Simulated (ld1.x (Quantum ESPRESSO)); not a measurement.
**Pseudopotential generation for Yb: PAW, LDA (PZ), fully relativistic.**

ld1.x (Quantum ESPRESSO) 7.5 was run on this input:

```
&input
   title='Yb', zed=70., rel=2, dft='PZ', iswitch=3,
   config='[Xe] 4f14 5d0 6s1 6p0', rel_dist='average',
   nld=7, rlderiv=2.95, eminld=-7.0, emaxld=5.0, deld=0.02
 /
 &inputp
   pseudotype=3, lpaw=.true., tm=.true., lloc=-1, rcloc=2.20,
   nlcc=.true., new_core_ps=.true.,
   which_augfun='GAUSS', rmatch_augfun=0.95,
   file_pseudopw='Yb.UPF', file_wfcaegen='ae.wfc', file_wfcncgen='nc.wfc', file_beta='beta', file_chi='chi', file_wfcusgen='us.wfc'
 /
8
5S  1  0   2.00   0.00  1.55  1.70  0.0
6S  2  0   1.00   0.00  1.55  1.70  0.0
5P  2  1   6.00   0.00  2.05  2.70  0.0
6P  3  1   0.00   0.00  2.05  2.70  0.0
5D  3  2   0.00   0.00  1.95  2.10  0.0
5D  3  2   0.00   4.70  1.95  2.10  0.0
4F  4  3  14.00   0.00  1.05  1.20  0.0
4F  4  3   0.00   1.90  1.05  1.20  0.0
 &test
   configts(1)='4f14 5s2 5p6 5d0 6s1 6p0'
 /
```

Command:

```bash
ld1.x < Yb.in > Yb.out
```

Output (shortened: banner, matrices, multipoles, cross overlaps and the repeated all-electron block are left out):

```
Program LD1 v.7.5
     --------------------------- All-electron run ----------------------------

     Yb
     dirac relativistic calculation

     atomic number is 70.00
     dft =PZ   lsd =0 sic =0 latt =0  beta=0.20 tr2=1.0E-14
     Exchange-correlation= PZ
                           (   1   1   0   0   0   0   0)
     mesh =1269 r(mesh) =  99.63413 a.u. xmin = -7.00 dx = 0.01250
     1 Ry =  13.60569312 eV, c = 137.03599908

     n l j   nl                  e(Ry)          e(Ha)          e(eV)
     Spin orbit split results
     1 0 0.5 1S 1( 2.00)     -4492.3717     -2246.1858    -61121.8302
     2 0 0.5 2S 1( 2.00)      -761.1623      -380.5811    -10356.1406
     2 1 0.5 2P 1( 2.00)      -726.2338      -363.1169     -9880.9139
     2 1 1.5 2P 1( 4.00)      -649.3585      -324.6793     -8834.9727
     3 0 0.5 3S 1( 2.00)      -171.9031       -85.9516     -2338.8615
     3 1 0.5 3P 1( 2.00)      -156.4676       -78.2338     -2128.8505
     3 1 1.5 3P 1( 4.00)      -140.1556       -70.0778     -1906.9142
     4 0 0.5 4S 1( 2.00)       -34.1747       -17.0873      -464.9701
     4 1 0.5 4P 1( 2.00)       -27.9325       -13.9662      -380.0404
     4 1 1.5 4P 1( 4.00)       -24.2243       -12.1122      -329.5890
     3 2 1.5 3D 1( 4.00)      -113.8122       -56.9061     -1548.4935
     3 2 2.5 3D 1( 6.00)      -110.2453       -55.1226     -1499.9633
     5 0 0.5 5S 1( 2.00)        -4.5478        -2.2739       -61.8755
     5 1 0.5 5P 1( 2.00)        -2.8568        -1.4284       -38.8692
     5 1 1.5 5P 1( 4.00)        -2.4042        -1.2021       -32.7105
     4 2 1.5 4D 1( 4.00)       -13.9448        -6.9724      -189.7293
     4 2 2.5 4D 1( 6.00)       -13.2699        -6.6349      -180.5461
     4 3 2.5 4F 1( 6.00)        -0.7929        -0.3965       -10.7886
     4 3 3.5 4F 1( 8.00)        -0.6959        -0.3479        -9.4677
     5 2 1.5 5D 1( 0.00)        -0.5096        -0.2548        -6.9331
     5 2 2.5 5D 1( 0.00)        -0.4879        -0.2440        -6.6384
     6 0 0.5 6S 1( 1.00)        -0.7026        -0.3513        -9.5596
     6 1 0.5 6P 1( 0.00)        -0.4432        -0.2216        -6.0305
     6 1 1.5 6P 1( 0.00)        -0.4067        -0.2034        -5.5337
     Averaged results
     1 0     1S 1( 2.00)     -4492.3717     -2246.1858    -61121.8302
     2 0     2S 1( 2.00)      -761.1623      -380.5811    -10356.1406
     2 1     2P 1( 6.00)      -674.9836      -337.4918     -9183.6198
     3 0     3S 1( 2.00)      -171.9031       -85.9516     -2338.8615
     3 1     3P 1( 6.00)      -145.5929       -72.7965     -1980.8930
     4 0     4S 1( 2.00)       -34.1747       -17.0873      -464.9701
     4 1     4P 1( 6.00)       -25.4604       -12.7302      -346.4061
     3 2     3D 1(10.00)      -111.6720       -55.8360     -1519.3754
     5 0     5S 1( 2.00)        -4.5478        -2.2739       -61.8755
     5 1     5P 1( 6.00)        -2.5551        -1.2775       -34.7634
     4 2     4D 1(10.00)       -13.5399        -6.7699      -184.2194
     4 3     4F 1(14.00)        -0.7375        -0.3687       -10.0338
     5 2     5D 1( 0.00)        -0.4966        -0.2483        -6.7562
     6 0     6S 1( 1.00)        -0.7026        -0.3513        -9.5596
     6 1     6P 1( 0.00)        -0.4189        -0.2094        -5.6993

     final scf error:  4.3E-15 reached in  35 iterations

     Etot =  -28134.120716 Ry,  -14067.060358 Ha, -382784.212741 eV

     Ekin =   31254.302998 Ry,   15627.151499 Ha,  425236.455363 eV
     Encl =  -69855.043855 Ry,  -34927.521927 Ha, -950426.289783 eV
     Eh   =   11038.135567 Ry,    5519.067784 Ha,  150181.485178 eV
     Exc  =    -571.515426 Ry,    -285.757713 Ha,   -7775.863498 eV

     normalization and overlap integrals

     s(1S/1S) =  1.000000  <r> =   0.0197  <r2> =    0.0005  r(max) =   0.0125
     s(2S/2S) =  1.000000  <r> =   0.0828  <r2> =    0.0082  r(max) =   0.0708
     s(2P/2P) =  1.000000  <r> =   0.0687  <r2> =    0.0059  r(max) =   0.0531
     s(2P/2P) =  1.000000  <r> =   0.0762  <r2> =    0.0071  r(max) =   0.0594
     s(3S/3S) =  1.000000  <r> =   0.2165  <r2> =    0.0537  r(max) =   0.1997
     s(3P/3P) =  1.000000  <r> =   0.2062  <r2> =    0.0495  r(max) =   0.1876
     s(3P/3P) =  1.000000  <r> =   0.2203  <r2> =    0.0563  r(max) =   0.1997
     s(4S/4S) =  1.000000  <r> =   0.4881  <r2> =    0.2693  r(max) =   0.4557
     s(4P/4P) =  1.000000  <r> =   0.4957  <r2> =    0.2802  r(max) =   0.4557
     s(4P/4P) =  1.000000  <r> =   0.5284  <r2> =    0.3181  r(max) =   0.4851
     s(3D/3D) =  1.000000  <r> =   0.1936  <r2> =    0.0440  r(max) =   0.1575
     s(3D/3D) =  1.000000  <r> =   0.1979  <r2> =    0.0459  r(max) =   0.1615
     s(5S/5S) =  1.000000  <r> =   1.2085  <r2> =    1.6481  r(max) =   1.0661
     s(5P/5P) =  1.000000  <r> =   1.3667  <r2> =    2.1324  r(max) =   1.1636
     s(5P/5P) =  1.000000  <r> =   1.4863  <r2> =    2.5258  r(max) =   1.2542
     s(4D/4D) =  1.000000  <r> =   0.5537  <r2> =    0.3565  r(max) =   0.4851
     s(4D/4D) =  1.000000  <r> =   0.5653  <r2> =    0.3715  r(max) =   0.4973
     s(4F/4F) =  1.000000  <r> =   0.7740  <r2> =    0.8285  r(max) =   0.4790
     s(4F/4F) =  1.000000  <r> =   0.7971  <r2> =    0.8916  r(max) =   0.4851
     s(5D/5D) =  1.000000  <r> =   2.7156  <r2> =    8.9912  r(max) =   1.9184
     s(5D/5D) =  1.000000  <r> =   2.8154  <r2> =    9.6518  r(max) =   2.0168
     s(6S/6S) =  1.000000  <r> =   3.4991  <r2> =   13.7982  r(max) =   3.0465
     s(6P/6P) =  1.000000  <r> =   4.3808  <r2> =   21.6710  r(max) =   3.8152
     s(6P/6P) =  1.000000  <r> =   4.6685  <r2> =   24.5679  r(max) =   4.0613

     ------------------------ End of All-electron run ------------------------

     --------------------- Generating PAW atomic setup --------------------

      Generating local potential from pseudized AE potential:
      Matching radius rcloc =   2.2000

      Local pseudo, rcloc= 2.174 Estimated cut-off energy=     5.06 Ry

      Computing core charge for nlcc:

       r > 0.60 : true rho core
      Core charge pseudized with two Bessel functions
      Integrated core pseudo-charge :  26.25

     Fully relativistic calculation: |psi|^2

     Wfc 5S LC norm =  0.99967495 SC norm =  0.00032503 missing  0.00000002
     Speed at rcutus      0.628 a.u.,  v/c =  0.004581,  (v/c)^2 = -0.00002099

     Wfc 6S LC norm =  0.99996121 SC norm =  0.00003645 missing  0.00000234
     Speed at rcutus      0.300 a.u.,  v/c =  0.002186,  (v/c)^2 =  0.00000478

     Wfc 5P LC norm =  0.99974743 SC norm =  0.00025253 missing  0.00000004
     Speed at rcutus      0.246 a.u.,  v/c =  0.001794,  (v/c)^2 = -0.00000322

     Wfc 5P LC norm =  0.99978591 SC norm =  0.00021387 missing  0.00000022
     Speed at rcutus      0.264 a.u.,  v/c =  0.001929,  (v/c)^2 = -0.00000372

     Wfc 6P LC norm =  0.99997520 SC norm =  0.00002438 missing  0.00000042
     Speed at rcutus      0.416 a.u.,  v/c =  0.003038,  (v/c)^2 =  0.00000923

     Wfc 6P LC norm =  0.99997747 SC norm =  0.00001916 missing  0.00000337
     Speed at rcutus      0.355 a.u.,  v/c =  0.002589,  (v/c)^2 =  0.00000670

     Wfc 5D LC norm =  0.99993633 SC norm =  0.00006360 missing  0.00000008
     Speed at rcutus      0.804 a.u.,  v/c =  0.005864,  (v/c)^2 =  0.00003438

     Wfc 5D LC norm =  0.99994131 SC norm =  0.00005443 missing  0.00000427
     Speed at rcutus      0.796 a.u.,  v/c =  0.005810,  (v/c)^2 =  0.00003375

     Wfc 4F LC norm =  0.99929088 SC norm =  0.00070912 missing  0.00000000
     Speed at rcutus      1.485 a.u.,  v/c =  0.010838,  (v/c)^2 =  0.00011746

     Wfc 4F LC norm =  0.99931277 SC norm =  0.00068710 missing  0.00000013
     Speed at rcutus      1.522 a.u.,  v/c =  0.011105,  (v/c)^2 =  0.00012333
      Wfc-us  5S rcutus= 1.693  Estimated cut-off energy=    18.45 Ry
      Wfc-us  6S rcutus= 1.693  Estimated cut-off energy=    35.07 Ry
      Wfc-us  5P rcutus= 2.722  Estimated cut-off energy=    11.94 Ry
      Wfc-us  5P rcutus= 2.722  Estimated cut-off energy=    11.75 Ry
      Wfc-us  6P rcutus= 2.722  Estimated cut-off energy=    22.53 Ry
      Wfc-us  6P rcutus= 2.722  Estimated cut-off energy=    22.20 Ry
      Wfc-us  5D rcutus= 2.120  Estimated cut-off energy=    24.84 Ry
      Wfc-us  5D rcutus= 2.120  Estimated cut-off energy=    24.76 Ry
      Wfc-us  5D rcutus= 2.120  Estimated cut-off energy=    48.09 Ry
      Wfc-us  5D rcutus= 2.120  Estimated cut-off energy=    47.73 Ry
      Wfc-us  4F rcutus= 1.193  Estimated cut-off energy=   111.62 Ry
      Wfc-us  4F rcutus= 1.193  Estimated cut-off energy=   111.46 Ry
      Wfc-us  4F rcutus= 1.193  Estimated cut-off energy=   184.82 Ry
      Wfc-us  4F rcutus= 1.193  Estimated cut-off energy=   183.00 Ry

     Required augmentation: GAUSS   radius:    0.950000
     Message from routine us2paw:
     GAUSS augmentation functions are ususally harder than BESSEL; use BESSEL instead unless you have discontinuity in local potential

     Estimated PAW energy = -997.380300 Ryd

     ------------------- End of pseudopotential generation -------------------

     Computing logarithmic derivative in   2.95286
     Computing logarithmic derivative in   2.95286
     Computing the partial wave expansion
     R is outside the sphere for l=    0 j= 0.50
     R is outside the sphere for l=    0 j= 0.50
     R is outside the sphere for l=    1 j= 0.50
     R is outside the sphere for l=    1 j= 0.50
     R is outside the sphere for l=    1 j= 1.50
     R is outside the sphere for l=    1 j= 1.50
     R is outside the sphere for l=    2 j= 1.50
     R is outside the sphere for l=    2 j= 1.50
     R is outside the sphere for l=    2 j= 2.50
     R is outside the sphere for l=    2 j= 2.50
     R is outside the sphere for l=    3 j= 2.50
     R is outside the sphere for l=    3 j= 2.50
     R is outside the sphere for l=    3 j= 3.50
     R is outside the sphere for l=    3 j= 3.50

     ---------------------- Testing the pseudopotential ----------------------

     Yb
     dirac relativistic calculation

     atomic number is 70.00   valence charge is 24.00
     dft = SLA  PZ   NOGX NOGC   lsd =0 sic =0 latt =0  beta=0.20 tr2=1.0E-14
     mesh =1269 r(mesh) =  99.63413 xmin = -7.00 dx = 0.01250

     n l  j  nl             e AE (Ry)       e PS (Ry)    De AE-PS (Ry)
     4 3 2.5 4F   1( 6.00)       -0.79295       -0.79295        0.00000
     4 3 3.5 4F   1( 8.00)       -0.69586       -0.69587        0.00000
     1 0 0.5 5S   1( 2.00)       -4.54776       -4.54776       -0.00000
     2 1 0.5 5P   1( 2.00)       -2.85683       -2.85684        0.00001
     2 1 1.5 5P   1( 4.00)       -2.40418       -2.40419        0.00001
     3 2 1.5 5D   1( 0.00)       -0.50957       -0.50957       -0.00000
     3 2 2.5 5D   1( 0.00)       -0.48791       -0.48791        0.00000
     2 0 0.5 6S   1( 1.00)       -0.70262       -0.70261       -0.00000
     3 1 0.5 6P   1( 0.00)       -0.44323       -0.44323       -0.00001
     3 1 1.5 6P   1( 0.00)       -0.40672       -0.40672       -0.00000

     eps = 3.5E-15  iter = 10

     Etot =  -28134.120716 Ry,  -14067.060358 Ha, -382784.212741 eV
     Etotps =  -997.380300 Ry,    -498.690150 Ha,  -13570.050294 eV

     Ekin =     899.119431 Ry,     449.559715 Ha,   12233.143055 eV
     Encl =   -1793.202969 Ry,    -896.601484 Ha,  -24397.769303 eV
     Ehrt =     468.218671 Ry,     234.109336 Ha,    6370.439557 eV
     Ecxc =    -571.515433 Ry,    -285.757717 Ha,   -7775.863602 eV
     (Ecc =    -108.469681 Ry,     -54.234840 Ha,   -1475.805192 eV)

     ---------------------- End of pseudopotential test ----------------------
```

Generation and configuration tests took about 5.5 s on one core of a shared server CPU.

Transferability test of the new file with ld1.x, input:

```
&input
   title='Yb', zed=70., rel=2, dft='PZ', iswitch=2,
   config='[Xe] 4f14 5d0 6s1 6p0', rel_dist='average'
 /
 &test
   file_pseudo='Yb.UPF', nconf=8,
   configts(1)='4f14 5s2 5p6 5d0 6s1 6p0',
   configts(2)='4f14 5s2 5p6 5d0 6s2 6p0',
   configts(3)='4f14 5s2 5p6 5d0 6s0 6p0',
   configts(4)='4f13 5s2 5p6 5d0 6s0 6p0',
   configts(5)='4f14 5s2 5p6 5d1 6s1 6p0',
   configts(6)='4f14 5s2 5p6 5d0 6s0 6p2',
   configts(7)='4f14 5s2 5p6 5d0 6s0 6p1',
   configts(8)='4f14 5s2 5p5 5d0 6s2 6p0'
 /
```

```bash
ld1.x < Yb.test.in > Yb.test.out
```

Pseudopotential blocks of its output, shortened (energy terms left out):

```
     ---------------------- Testing the pseudopotential ----------------------

     n l  j  nl             e AE (Ry)       e PS (Ry)    De AE-PS (Ry)
     4 3 2.5 4F   1( 6.00)       -0.79295       -0.79295        0.00000
     4 3 3.5 4F   1( 8.00)       -0.69586       -0.69587        0.00000
     1 0 0.5 5S   1( 2.00)       -4.54776       -4.54776       -0.00000
     2 1 0.5 5P   1( 2.00)       -2.85683       -2.85684        0.00001
     2 1 1.5 5P   1( 4.00)       -2.40418       -2.40419        0.00000
     3 2 1.5 5D   1( 0.00)       -0.50957       -0.50957       -0.00000
     3 2 2.5 5D   1( 0.00)       -0.48791       -0.48791        0.00000
     2 0 0.5 6S   1( 1.00)       -0.70262       -0.70261       -0.00000
     3 1 0.5 6P   1( 0.00)       -0.44323       -0.44323       -0.00001
     3 1 1.5 6P   1( 0.00)       -0.40672       -0.40672       -0.00000

     eps = 2.3E-15  iter = 10

     Etot =  -28134.120715 Ry,  -14067.060358 Ha, -382784.212740 eV
     Etotps =  -997.380300 Ry,    -498.690150 Ha,  -13570.050289 eV

     ---------------------- End of pseudopotential test ----------------------

          ---------------------- Testing the pseudopotential ----------------------

     n l  j  nl             e AE (Ry)       e PS (Ry)    De AE-PS (Ry)
     4 3 2.5 4F   1( 6.00)       -0.29307       -0.29268       -0.00039
     4 3 3.5 4F   1( 8.00)       -0.19609       -0.19569       -0.00040
     1 0 0.5 5S   1( 2.00)       -4.04184       -4.03829       -0.00354
     2 1 0.5 5P   1( 2.00)       -2.35156       -2.35553        0.00397
     2 1 1.5 5P   1( 4.00)       -1.90004       -1.90297        0.00292
     3 2 1.5 5D   1( 0.00)       -0.07047       -0.07024       -0.00023
     3 2 2.5 5D   1( 0.00)       -0.05627       -0.05607       -0.00020
     2 0 0.5 6S   1( 2.00)       -0.30044       -0.30031       -0.00013
     3 1 0.5 6P   1( 0.00)       -0.09968       -0.10330        0.00363
     3 1 1.5 6P   1( 0.00)       -0.07972       -0.08283        0.00311

     eps = 6.5E-15  iter = 22

     Etot =  -28134.617912 Ry,  -14067.308956 Ha, -382790.977444 eV
     Etotps =  -997.877390 Ry,    -498.938695 Ha,  -13576.813538 eV
     dEtot_ae =      -0.497197 Ry
     dEtot_ps =      -0.497090 Ry,   Delta E=      -0.000107 Ry

     ---------------------- End of pseudopotential test ----------------------

          ---------------------- Testing the pseudopotential ----------------------

     n l  j  nl             e AE (Ry)       e PS (Ry)    De AE-PS (Ry)
     4 3 2.5 4F   1( 6.00)       -1.37280       -1.37577        0.00297
     4 3 3.5 4F   1( 8.00)       -1.27555       -1.27852        0.00297
     1 0 0.5 5S   1( 2.00)       -5.13608       -5.14307        0.00700  !
     2 1 0.5 5P   1( 2.00)       -3.44289       -3.43870       -0.00419
     2 1 1.5 5P   1( 4.00)       -2.98741       -2.98468       -0.00273
     3 2 1.5 5D   1( 0.00)       -1.01483       -1.01681        0.00198
     3 2 2.5 5D   1( 0.00)       -0.98617       -0.98815        0.00199
     2 0 0.5 6S   1( 0.00)       -1.12191       -1.12298        0.00107
     3 1 0.5 6P   1( 0.00)       -0.79726       -0.83020        0.03294  !
     3 1 1.5 6P   1( 0.00)       -0.74143       -0.75869        0.01726  !

     eps = 4.0E-16  iter = 23

     Etot =  -28133.204478 Ry,  -14066.602239 Ha, -382771.746689 eV
     Etotps =  -996.463664 Ry,    -498.231832 Ha,  -13557.578822 eV
     dEtot_ae =       0.916238 Ry
     dEtot_ps =       0.916636 Ry,   Delta E=      -0.000398 Ry

     ---------------------- End of pseudopotential test ----------------------
```

The test run then stopped with an error in new_paw_hamiltonian: “negative rho”.
